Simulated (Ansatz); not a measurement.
One change: `BB(F)OC` becomes `COB(F)[CH2][AlH2]`.

Ansatz, PBE0-D4/def2-TZVP geometries, multiplicity 1. Each molecule was computed in one conformer, which needn't be the lowest.

| property | `BB(F)OC` |
| --- | --- |
| LUMO energy (B3LYP/def2-TZVPP) / eV | -2.40 |
| HOMO–LUMO gap (ωB97M-V/def2-TZVPP) / eV | 10.69 |
| size of the dipole moment (B3LYP/def2-TZVPP) / D | 2.55 |
| HOMO energy (ωB97M-V/def2-TZVPP) / eV | -10.87 |
| HOMO–LUMO gap (PBE/def2-TZVPP) / eV | 3.84 |
| LUMO energy (PBE0/def2-TZVPP) / eV | -2.18 |

Give the same properties after the change, and the shifts. (An estimate is asked.)

Ansatz gave: 
| property | `COB(F)[CH2][AlH2]` | shift |
| --- | --- | --- |
| LUMO energy (B3LYP/def2-TZVPP) / eV | -1.81 | 0.59 |
| HOMO–LUMO gap (ωB97M-V/def2-TZVPP) / eV | 10.42 | -0.27 |
| size of the dipole moment (B3LYP/def2-TZVPP) / D | 2.79 | 0.24 |
| HOMO energy (ωB97M-V/def2-TZVPP) / eV | -10.42 | 0.45 |
| HOMO–LUMO gap (PBE/def2-TZVPP) / eV | 4.54 | 0.70 |
| LUMO energy (PBE0/def2-TZVPP) / eV | -1.59 | 0.59 |

With PBE0 the HOMO rises by 0.34 eV and the LUMO rises by 0.59 eV, so the gap widens by about 0.25 eV. PBE moves the HOMO by 0.16 eV and ωB97M-V by 0.45 eV. Dipoles are sizes alone; their direction can turn.

B3LYP here is the variant with VWN-RPA as its local correlation; programs differ in this.
